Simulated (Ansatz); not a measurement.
Mulliken charges of `[CH3][GeH]([F])[CH]=O` from ωB97M-V/def2-TZVPP in Ansatz (PBE0-D4/def2-TZVP geometry).

```json
{"atom": "C1", "x (Å)": "-1.177", "y (Å)": "-0.949", "z (Å)": "0.067", "charge (e)": "-0.450"}
{"atom": "Ge2", "x (Å)": "0.344", "y (Å)": "0.104", "z (Å)": "0.633", "charge (e)": "0.556"}
{"atom": "F3", "x (Å)": "1.640", "y (Å)": "-0.992", "z (Å)": "1.057", "charge (e)": "-0.395"}
{"atom": "C4", "x (Å)": "1.074", "y (Å)": "1.205", "z (Å)": "-0.873", "charge (e)": "0.002"}
{"atom": "O5", "x (Å)": "0.342", "y (Å)": "1.876", "z (Å)": "-1.549", "charge (e)": "-0.237"}
{"atom": "H6", "x (Å)": "-0.863", "y (Å)": "-1.671", "z (Å)": "-0.686", "charge (e)": "0.137"}
{"atom": "H7", "x (Å)": "-1.610", "y (Å)": "-1.480", "z (Å)": "0.915", "charge (e)": "0.136"}
{"atom": "H8", "x (Å)": "-1.931", "y (Å)": "-0.290", "z (Å)": "-0.366", "charge (e)": "0.142"}
{"atom": "H9", "x (Å)": "0.096", "y (Å)": "0.968", "z (Å)": "1.882", "charge (e)": "0.010"}
{"atom": "H10", "x (Å)": "2.169", "y (Å)": "1.179", "z (Å)": "-1.077", "charge (e)": "0.099"}
```

Task: By hand: the dipole of these point charges (1 e Å = 4.8032 D).

Result: Σ q r = (-0.401, 0.090, 0.160) e Å, of length 0.441 e Å = 2.12 D.

Task: How does the dipole of the full density compare? (Estimate.)

Result: Computed: (-0.211, -0.086, 0.109) e Å, 1.21 D; the point charges give 1.75 times that, at 32° from its direction.

Point charges leave out the atoms' own dipoles, such as those of lone pairs, and Mulliken's split depends on the basis, so the two needn't agree.
